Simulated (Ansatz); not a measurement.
Reaction (ligand exchange at the Si–C bond): `B[SiH2]C(=N)O` + `C=N` → `B[SiH2]N=C` + `N=CO`

Program: Ansatz. Geometries: PBE0-D4/def2-TZVP. ΔE: electronic, gas phase. CCSD(T)/CBS adds triple-zeta CCSD(T) − MP2 to the extrapolated MP2 energy (def2 sets, frozen cores). This one scheme is used for every species. Functionals use def2-TZVPP. B3LYP here is the variant with VWN-RPA as its local correlation; programs differ in this. Each species was taken in one conformer, which may not be the lowest.

`B[SiH2]C(=N)O`:

```xyz
11

B     1.911    0.321    0.959
Si   -0.079    0.066    1.041
C    -0.845   -0.230   -0.674
N    -1.275   -1.376   -0.987
O    -0.819    0.874   -1.462
H     2.559    0.263    1.962
H     2.482    0.569   -0.061
H    -0.637    1.340    1.586
H    -0.490   -1.059    1.916
H    -1.631   -1.428   -1.945
H    -1.176    0.660   -2.335
```

`C=N`:

Z-matrix (Å, degrees):
```
C
N 1 1.261
H 1 1.096 2 124.9
H 1 1.092 2 118.8 3 -180.0
H 2 1.021 1 111.0 3 -0.0
```

`B[SiH2]N=C`:

Cartesian coordinates in Å:
```
B -1.592 -1.226 -0.555
Si -0.550 0.114 0.512
N 1.177 -0.114 0.370
C 1.971 0.752 -0.076
H -2.788 -1.175 -0.537
H -1.082 -2.084 -1.211
H -0.894 -0.062 1.952
H -0.954 1.504 0.109
H 3.044 0.536 -0.148
H 1.667 1.756 -0.416
```

`N=CO`:

Cartesian coordinates in Å:
```
N -0.065 -0.517 -0.897
C -0.091 -0.084 0.284
O 0.389 1.120 0.610
H -0.470 -1.445 -0.958
H -0.484 -0.590 1.168
H 0.721 1.517 -0.209
```

```tsv
level	ΔE (kJ/mol)	difference from CCSD(T)/CBS
PBE-D4	-54.4	3.1
B3LYP-D4	-60.6	-3.1
ωB97X-V	-59.2	-1.7
ωB97M-V	-59.5	-2.0
B2PLYP	-62.2	-4.7
PBE	-55.5	2.0
r2SCAN	-60.9	-3.4
PBE0	-59.5	-2.0
B3LYP	-62.4	-4.9
HF/def2-TZVPP	-72.7	-15.2
MP2/def2-TZVPP	-61.9	-4.4
MP2/def2-QZVPP	-62.7	-5.2
SCS-MP2/def2-QZVPP	-62.5	-5.0
HF/CBS(def2)	-73.7	-16.2
MP2/CBS(def2)	-62.7	-5.2
CCSD/CBS(def2)	-59.8	-2.3
CCSD(T)/CBS	-57.5	0
```

Largest T1 diagnostic among the species: 0.014.

From PBE to PBE0 (25 % exact exchange), in def2-TZVPP and without D4, ΔE moves by −4.0 kJ/mol. In def2-TZVPP, CCSD(T) changes the Hartree–Fock value by +16.0 kJ/mol (the triples alone add +2.3 kJ/mol) and MP2 by +10.8 kJ/mol.
